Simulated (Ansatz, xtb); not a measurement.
## Two isomers of C4H4BrClO2

Structure I: `O=C(O)/C(Cl)=C/CBr`, a singlet. Structure II: `O=C(O)/C=C/[C@H](Cl)Br`, a singlet. Both are isolated molecules in the gas phase, relaxed with PBE0-D3(BJ)/def2-SVP; the shapes shown needn't be the lowest conformers.

I (Å):

```xyz
12

C     0.3792    1.3780   -0.6360
C     0.4437    1.8628    0.7750
C     0.1265    1.0906    1.8269
C     0.1767    1.5109    3.2425
Br    1.6038    0.5504    4.1754
Cl    0.9607    3.4969    0.9295
O     0.6511    2.0412   -1.5978
O    -0.0227    0.1023   -0.7091
H    -0.0309   -0.1265   -1.6506
H    -0.1784    0.0643    1.6077
H    -0.7459    1.2504    3.7772
H     0.3913    2.5795    3.3530
```

II (Å):

```tsv
atom	x (Å)	y (Å)	z (Å)
C	0.7859	-1.6051	-2.3701
C	0.8346	-1.4019	-0.9040
C	0.3578	-0.2727	-0.3704
C	0.3722	0.0036	1.0851
Br	1.5592	1.5103	1.4431
Cl	-1.2717	0.3410	1.6637
O	0.3396	-0.8207	-3.1674
O	1.3060	-2.7887	-2.7181
H	1.2386	-2.8475	-3.6836
H	1.2687	-2.1993	-0.2951
H	-0.0678	0.4962	-1.0242
H	0.7673	-0.8323	1.6731
```

Q: Which of the two would you expect CCSD(T)/def2-SVP + ΔMP2/def2-TZVPP electronic energies to favour?

A: Too close to call at this level: CCSD(T)/def2-SVP + ΔMP2/def2-TZVPP gives E(II) − E(I) = +5.15 kJ/mol.

How the difference moves with the method:

```
                             level              geometry  E(II) − E(I) (kJ/mol)  departure from the last row (kJ/mol)  job, with rough time for the two
                          GFN2-xTB              GFN2-xTB                  +23.33                                +18.18              optimisation, 0.15 s
                         HF/STO-3G              GFN2-xTB                   +8.78                                 +3.63              single point, 0.68 s
                r2SCAN-D4/def2-SVP              GFN2-xTB                  +11.42                                 +6.27               single point, 4.9 s
              PBE0-D3(BJ)/def2-SVP  PBE0-D3(BJ)/def2-SVP                  +12.20                                 +7.05                optimisation, 54 s
                       HF/def2-SVP  PBE0-D3(BJ)/def2-SVP                   +5.16                                 +0.01           part of the CCSD(T) run
                      MP2/def2-SVP  PBE0-D3(BJ)/def2-SVP                   +8.86                                 +3.71           part of the CCSD(T) run
                  CCSD(T)/def2-SVP  PBE0-D3(BJ)/def2-SVP                   +8.43                                 +3.28                      single point
CCSD(T)/def2-SVP + ΔMP2/def2-TZVPP  PBE0-D3(BJ)/def2-SVP                   +5.15                                                   single point, 2.6 min
```

As drawn, both hold the same kinds of bond in the same numbers.

The largest departure from CCSD(T)/def2-SVP + ΔMP2/def2-TZVPP is that of GFN2-xTB, 18.18 kJ/mol. The last row adds to CCSD(T) the change of the MP2 difference between the two basis sets, here −3.28 kJ/mol.

With thermal terms from frequencies at re-optimised GFN2-xTB minima (ideal gas, soft modes damped towards free rotors, one conformer each, 298.15 K, 1 atm): on the last row, ΔE + ΔZPE = +4.10, ΔH = +4.46, ΔG = +3.50 kJ/mol.

The correlated steps freeze 20 core orbitals; the filled d shell of Br is correlated, in a basis made for valence electrons. Mirror images aren't counted in ΔG. Programs: Ansatz 0.2.0, xtb 6.7.1; the last row on 4 threads of Arm Neoverse V1 on a shared host.
